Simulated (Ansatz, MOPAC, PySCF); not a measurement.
Species: stibine, SbH3 (charge 0, singlet). SMILES: [SbH3]
Structure (B3LYP-D3(BJ)/def2-TZVP (Ansatz, a quantum-chemistry and plane-wave program) minimum search):
```
Sb
H 1 1.7138
H 1 1.7138 2 91.40
H 1 1.7138 2 91.40 3 91.44
```
Charge 0, spin multiplicity 1.

Wanted: vertical ionisation energy to the doublet, in eV. Conventions: LANL2DZ with its own core potentials from Na on; def2 sets with scalar-relativistic core potentials past Kr; 6-31G* and kin with 6d, 5d where marked; STO-3G and 3-21G all-electron and non-relativistic; frozen cores in correlated levels (noble-gas shells and the d and f shells of earlier blocks); open shells spin-unrestricted; no dispersion term unless named; PM7 with its own dispersion and hydrogen-bond terms; each state is the SCF solution reached for its charge and spin; no spin-orbit coupling. Ab initio and DFT rows: single points at B3LYP-D3(BJ) geometries (Ansatz). Semi-empirical rows: differences of heats of formation at the shared geometry for vertical values.

```
level                                    program  vertical ionisation energy to the doublet (eV)
---------------------------------------  -------  ----------------------------------------------
AM1                                        MOPAC                                            9.39
PM3                                        MOPAC                                           10.59
PM6                                        MOPAC                                            8.62
PM7                                        MOPAC                                           10.10
MNDO                                       MOPAC                                           10.50
HF/6-31G* with LANL2DZ past Ar            Ansatz                                            9.16
PBE/6-31G* with LANL2DZ past Ar           Ansatz                                            9.82
B3LYP/STO-3G                              Ansatz                                            7.74
B3LYP/3-21G                               Ansatz                                            9.76
B3LYP/6-31G* with LANL2DZ past Ar         Ansatz                                            9.95
M06-2X/6-31G* with LANL2DZ past Ar (5d)    PySCF                                           10.03
MP2/6-31G* with LANL2DZ past Ar           Ansatz                                            9.28
M06-2X/def2-TZVPD                          PySCF                                            9.59
```

No value to compare with is used here. The 12 habitual levels span 7.74 (B3LYP/STO-3G) to 10.59 eV (PM3); M06-2X/def2-TZVPD gives 9.59.

The levels are drawn from those run, B3LYP/6-31G* more often than the rest, none by its result; runs whose electronic state is in doubt are left out.
